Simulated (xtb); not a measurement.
xtb input for C₃H₇O₂, SMILES CC(O)C[O], multiplicity 2, GFN2-xTB. 

```
$ xtb mol.xyz --gfn 2 --ohess tight --chrg 0 --uhf 1 --json
$ cat mol.xyz
12

C      1.32280000     0.05360000     0.00020000
C     -0.15110000     0.41990000    -0.23180000
O     -0.61670000     1.36680000     0.69950000
C     -1.06150000    -0.80580000    -0.10660000
O     -0.89390000    -1.84140000    -0.93600000
H      1.93600000     0.87960000    -0.23910000
H      1.47550000    -0.26590000     1.01650000
H      1.55040000    -0.82280000    -0.63500000
H     -0.28780000     0.78660000    -1.27880000
H      0.00030000     2.11710000     0.77040000
H     -1.03140000    -1.20000000     0.96360000
H     -2.16890000    -0.49850000    -0.10660000
```

Program output:

```
[banner left out]
          |                Calculation Setup                |
           -------------------------------------------------



           -------------------------------------------------
          |                 G F N 2 - x T B                 |
           -------------------------------------------------

        Reference                      10.1021/acs.jctc.8b01176
      * Hamiltonian:
        H0-scaling (s, p, d)           1.850000    2.230000    2.230000
        zeta-weighting                 0.500000
      * Dispersion:
        s8                             2.700000
        a1                             0.520000
        a2                             5.000000
        s9                             5.000000
      * Repulsion:
        kExp                           1.500000    1.000000
        rExp                           1.000000
      * Coulomb:
        alpha                          2.000000
        third order                    shell-resolved
        anisotropic                    true
        a3                             3.000000
        a5                             4.000000
        cn-shift                       1.200000
        cn-exp                         4.000000
        max-rad                        5.000000


          ...................................................
          :                      SETUP                      :
          :.................................................:
          :  # basis functions                  27          :
          :  # atomic orbitals                  27          :
          :  # shells                           17          :
          :  # electrons                        31          :
          :  max. iterations                   250          :
          :  Hamiltonian                  GFN2-xTB          :
          :  restarted?                      false          :
          :  GBSA solvation                  false          :
          :  PC potential                    false          :
          :  electronic temp.          300.0000000     K    :
          :  accuracy                    1.0000000          :
          :  -> integral cutoff          0.2500000E+02      :
          :  -> integral neglect         0.1000000E-07      :
          :  -> SCF convergence          0.1000000E-05 Eh   :
          :  -> wf. convergence          0.1000000E-03 e    :
          :  Broyden damping             0.4000000          :
          :  net charge                          0          :
          :  unpaired electrons                  1          :
          ...................................................

 iter      E             dE          RMSdq      gap      omega  full diag
   1    -18.1434792 -0.181435E+02  0.366E+00   11.58       0.0  T
   2    -18.1665962 -0.231171E-01  0.206E+00   10.93       1.0  T
   3    -18.1677350 -0.113871E-02  0.104E+00   11.43       1.0  T
   4    -18.1704002 -0.266523E-02  0.154E-01   11.25       1.0  T
   5    -18.1704309 -0.307310E-04  0.796E-02   11.27       1.0  T
   6    -18.1704341 -0.314206E-05  0.171E-02   11.27       1.7  T
   7    -18.1704349 -0.873211E-06  0.719E-03   11.27       4.0  T
   8    -18.1704350 -0.810727E-07  0.252E-03   11.27      11.4  T
   9    -18.1704350 -0.514251E-08  0.714E-04   11.27      40.4  T
  10    -18.1704350 -0.982102E-09  0.143E-04   11.27     202.0  T

   *** convergence criteria satisfied after 10 iterations ***

         #    Occupation            Energy/Eh            Energy/eV
      -------------------------------------------------------------
         1        2.0000           -0.7074120             -19.2497
       ...           ...                  ...                  ...
        10        2.0000           -0.5139299             -13.9847
        11        2.0000           -0.4945166             -13.4565
        12        2.0000           -0.4824818             -13.1290
        13        2.0000           -0.4673603             -12.7175
        14        2.0000           -0.4296730             -11.6920
        15        1.9986           -0.4067938             -11.0694
        16        1.0014           -0.3943687             -10.7313 (HOMO)
        17                          0.0197965               0.5387 (LUMO)
        18                          0.0443851               1.2078
        19                          0.0734929               1.9998
        20                          0.0864712               2.3530
        21                          0.1246174               3.3910
       ...                                ...                  ...
        27                          0.2929798               7.9724
      -------------------------------------------------------------
                  HL-Gap            0.4141653 Eh           11.2700 eV
             Fermi-level           -0.2939337 Eh           -7.9983 eV

 SCC (total)                   0 d,  0 h,  0 min,  0.009 sec
[...]
                xx          xy          yy          xz          yz          zz
 q only:        2.879       0.542      -2.022      -0.961      -4.142      -0.857
  q+dip:        3.317       1.301      -2.641      -0.483      -6.559      -0.676
   full:        3.326       1.115      -2.393      -0.430      -6.050      -0.933

           -------------------------------------------------
          |                Geometry Summary                 |
           -------------------------------------------------

      molecular mass/u    :       75.0866028
   center of mass at/Å    :       -0.2895284      -0.1437608      -0.0936985
  moments of inertia/u·Å² :        0.6201641E+02   0.1321662E+03   0.1780087E+03
rotational constants/cm⁻¹ :        0.2718253E+00   0.1275487E+00   0.9470117E-01

 * 10 selected distances

     #   Z          #   Z                                           value/Å
     1   6 C        2   6 C                                       1.5286107
     2   6 C        3   8 O                                       1.4129698
     2   6 C        4   6 C                                       1.5384946 (max)
     1   6 C        6   1 H                                       1.0881973
     1   6 C        7   1 H                                       1.0882825
     1   6 C        8   1 H                                       1.0865062
     2   6 C        9   1 H                                       1.1025228
     3   8 O       10   1 H                                       0.9634525 (min)
     4   6 C       11   1 H                                       1.1213880
     4   6 C       12   1 H                                       1.1211891

 * 4 distinct bonds (by element types)

   Z      Z             #   av. dist./Å        max./Å        min./Å
   1 H    6 C           6     1.1013477     1.1213880     1.0865062
   6 C    6 C           2     1.5335527     1.5384946     1.5286107
   1 H    8 O           1     0.9634525     0.9634525     0.9634525
   6 C    8 O           1     1.4129698     1.4129698     1.4129698

           -------------------------------------------------
          |               Frequency Printout                |
           -------------------------------------------------
 projected vibrational frequencies (cm⁻¹)
eigval :       -0.00    -0.00     0.00     0.00     0.00     0.00
eigval :       80.11   200.49   239.37   292.25   360.51   425.83
eigval :      519.29   596.96   875.57   952.73   983.81  1051.91
eigval :     1100.23  1130.33  1190.97  1202.68  1236.95  1290.14
eigval :     1316.45  1352.89  1392.69  1479.86  1487.20  2540.02
eigval :     2645.78  2843.89  3026.48  3033.46  3053.63  3550.57
 reduced masses (amu)
   1: 12.89   2: 13.21   3: 13.16   4: 12.53   5: 12.14   6: 10.20   7: 10.33   8:  2.39
   9:  9.89  10:  2.34  11: 10.07  12:  9.10  13: 13.13  14:  6.09  15:  8.50  16:  7.36
  17:  2.92  18:  5.34  19:  5.77  20:  9.60  21:  2.63  22:  6.73  23:  3.11  24:  4.16
  25:  5.14  26:  8.08  27:  3.19  28:  1.56  29:  1.63  30:  1.88  31:  1.46  32:  1.72
  33:  1.79  34:  1.62  35:  1.75  36:  1.87
 IR intensities (km·mol⁻¹)
   1:  0.99   2:  1.22   3:  1.03   4:  0.95   5:  1.20   6:  0.42   7: 14.08   8:  2.50
   9:  8.27  10:173.67  11: 15.40  12:  3.19  13: 10.15  14: 69.88  15: 20.70  16: 14.93
  17:  9.24  18: 10.69  19: 26.38  20: 83.51  21: 27.40  22: 55.65  23: 93.73  24: 57.93
  25:  4.78  26: 39.87  27:  4.36  28:  5.04  29:  3.22  30:  2.96  31:  8.94  32: 50.66
  33: 30.58  34: 22.62  35:  7.86  36: 15.99
 Raman intensities (Ä⁴*amu⁻¹)
   1:  0.00   2:  0.00   3:  0.00   4:  0.00   5:  0.00   6:  0.00   7:  0.00   8:  0.00
   9:  0.00  10:  0.00  11:  0.00  12:  0.00  13:  0.00  14:  0.00  15:  0.00  16:  0.00
  17:  0.00  18:  0.00  19:  0.00  20:  0.00  21:  0.00  22:  0.00  23:  0.00  24:  0.00
  25:  0.00  26:  0.00  27:  0.00  28:  0.00  29:  0.00  30:  0.00  31:  0.00  32:  0.00
  33:  0.00  34:  0.00  35:  0.00  36:  0.00
Molecule has no symmetry elements
It seems to be the C1 point group
 output can be read by thermo (or use thermo option).
 writing <g98.out> molden fake output.
 recommended (thermochemical) frequency scaling factor: 1.0
           -------------------------------------------------
          |             Thermodynamic Functions             |
           -------------------------------------------------

c1  symmetry found (for desy threshold:  0.10E+00) used in thermo

          ...................................................
          :                      SETUP                      :
          :.................................................:
          :  # frequencies                          30      :
          :  # imaginary freq.                       0      :
          :  linear?                             false      :
          :  only rotor calc.                    false      :
          :  symmetry                               c1      :
          :  rotational number                       1      :
          :  scaling factor                  1.0000000      :
          :  rotor cutoff                   50.0000000 cm⁻¹ :
          :  imag. cutoff                  -20.0000000 cm⁻¹ :
          :.................................................:

    mode    ω/cm⁻¹     T·S(HO)/kcal·mol⁻¹    T·S(FR)/kcal·mol⁻¹   T·S(vib)
   ------------------------------------------------------------------------
       1     80.11    -1.15928 ( 86.82%)    -0.91642 ( 13.18%)    -1.12728
       2    200.49    -0.63464 ( 99.61%)    -0.64494 (  0.39%)    -0.63468
       3    239.37    -0.53892 ( 99.81%)    -0.59247 (  0.19%)    -0.53902
       4    292.25    -0.43556 ( 99.91%)    -0.53337 (  0.09%)    -0.43564
   ------------------------------------------------------------------------

   temp. (K)  partition function   enthalpy   heat capacity  entropy
                                   cal/mol     cal/K/mol   cal/K/mol   J/K/mol
 298.15  VIB   16.7                 2252.329     15.854     13.037
         ROT  0.923E+05              888.752      2.981     25.700
         INT  0.154E+07             3141.082     18.835     38.738
         TR   0.630E+27             1481.254      4.968     38.846
         TOT                        4622.3357    23.8032    77.5840   324.6114

       T/K    H(0)-H(T)+PV         H(T)/Eh          T*S/Eh         G(T)/Eh
   ------------------------------------------------------------------------
    298.15    0.736616E-02    0.101803E+00    0.368627E-01    0.649404E-01
   ------------------------------------------------------------------------

         :::::::::::::::::::::::::::::::::::::::::::::::::::::
         ::                  THERMODYNAMIC                  ::
         :::::::::::::::::::::::::::::::::::::::::::::::::::::
         :: total free energy         -17.956792677766 Eh   ::
         ::.................................................::
         :: total energy              -18.021733123387 Eh   ::
         :: zero point energy           0.094436936231 Eh   ::
         :: G(RRHO) w/o ZPVE           -0.029496490610 Eh   ::
         :: G(RRHO) contrib.            0.064940445621 Eh   ::
         :::::::::::::::::::::::::::::::::::::::::::::::::::::

optimized geometry written to: xtbopt.xyz


           -------------------------------------------------
          | TOTAL ENERGY              -18.021733123387 Eh   |
          | TOTAL ENTHALPY            -17.919930026295 Eh   |
          | TOTAL FREE ENERGY         -17.956792677766 Eh   |
          | GRADIENT NORM               0.000240245114 Eh/α |
          | HOMO-LUMO GAP              11.636716563575 eV   |
           -------------------------------------------------

------------------------------------------------------------------------
------------------------------------------------------------------------
 total:
 SCF:
Note: The following floating-point exceptions are signalling: IEEE_UNDERFLOW_FLAG IEEE_DENORMAL
normal termination of xtb
 ANC optimizer:
 analytical hessian:
```

The run converged.

Cost: about 0.4 core-seconds (a rough figure).
